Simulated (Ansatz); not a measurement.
Cost and result for the atomization energy of `O[Si](O)(Cl)C[SiH2]Cl` (13 atoms, 12 bonds).

Cartesian coordinates in Å:
```
O 1.0770 1.7995 -1.5820
Si 0.4939 0.3928 -1.0166
O 1.6792 -0.7201 -1.0993
Cl -1.0915 -0.2381 -2.1785
C -0.1316 0.6789 0.7000
Si -1.1163 -0.7019 1.4608
Cl -0.1509 -2.5099 1.1418
H 1.5045 1.7985 -2.4405
H 1.4614 -1.6072 -0.8001
H -0.7722 1.5688 0.6913
H 0.7317 0.9012 1.3363
H -2.4611 -0.8158 0.8563
H -1.2241 -0.5467 2.9304
```

The species carries charge 0 and has multiplicity 1. The structure was optimised at the PBE0-D4/def2-TZVP level. It is one conformer, not always the lowest. Program: Ansatz. All runs use 2 threads of an AMD EPYC 7R13 on a shared host and a share of an NVIDIA H100 80 GB. Times are those of one run each, without the atoms' runs, and a repeat can differ threefold. Electronic energies, without spin–orbit coupling; frozen cores. CCSD(T)/CBS adds CCSD(T) − MP2 in def2-TZVPP to the MP2 limit, and its time is that of the two runs behind it. T1 = 0.010. B3LYP takes the VWN-RPA correlation (the form of Gaussian; ORCA's B3LYP/G).

CCSD(T)/CBS is a level of theory with its own doubt, some kJ/mol a heavy atom from the limit and from the frozen cores, so smaller differences don't rank the functionals.

```json
{"level": "PBE0-D4/def2-TZVPP", "functions": "345", "wall time": "4.6 s"}
{"level": "r2SCAN-D4/def2-TZVPP (with forces)", "functions": "345", "wall time": "4.6 s"}
{"level": "PBE-D4/def2-TZVPP (with forces)", "functions": "345", "wall time": "5.5 s"}
{"level": "B3LYP-D4/def2-TZVPP (with forces)", "functions": "345", "wall time": "6.5 s"}
{"level": "ωB97M-V/def2-TZVPP (with forces)", "functions": "345", "wall time": "6.5 s"}
{"level": "ωB97X-V/def2-TZVPP", "functions": "345", "wall time": "7 s"}
{"level": "B2PLYP/def2-TZVPP", "functions": "345", "wall time": "7 s"}
{"level": "MP2/def2-QZVPP", "functions": "631", "wall time": "10 s"}
{"level": "CCSD(T)/def2-TZVPP", "functions": "345", "wall time": "25 s"}
{"level": "CCSD(T)/CBS(def2)", "functions": "–", "wall time": "35 s"}
```

What atomization energy does each give, and how far from CCSD(T)/CBS? (An estimate is asked.)

Ansatz gave: 
```
                             level  atomization (kJ/mol)  difference from CCSD(T)/CBS  per bond
                PBE0-D4/def2-TZVPP                4840.9                        -48.3      -4.0
r2SCAN-D4/def2-TZVPP (with forces)                4886.9                         -2.3      -0.2
   PBE-D4/def2-TZVPP (with forces)                4909.1                         19.9       1.7
 B3LYP-D4/def2-TZVPP (with forces)                4828.5                        -60.7      -5.1
  ωB97M-V/def2-TZVPP (with forces)                4894.2                          5.0       0.4
                ωB97X-V/def2-TZVPP                4888.8                         -0.4       0.0
                 B2PLYP/def2-TZVPP                4787.3                       -101.9      -8.5
                    MP2/def2-QZVPP                4950.9                         61.7       5.1
                CCSD(T)/def2-TZVPP                4737.5                       -151.7     -12.6
                 CCSD(T)/CBS(def2)                4889.2                          0.0       0.0
```

In def2-TZVPP, CCSD(T) changes the Hartree–Fock value by +1164.7 kJ/mol (the triples alone add +75.0 kJ/mol) and MP2 by +1287.7 kJ/mol; breaking electron pairs costs correlation energy, which Hartree–Fock lacks. From PBE to PBE0 (25 % exact exchange), in def2-TZVPP and without D4, the atomization energy moves by −62.2 kJ/mol: exact exchange takes away binding that semilocal exchange gives to molecules. The D4 term adds +71.4 kJ/mol with B3LYP and +38.1 kJ/mol with PBE0; it sums over pairs of atoms, weighted by their polarisabilities, and B3LYP, whose exchange is more repulsive, gets the larger term.
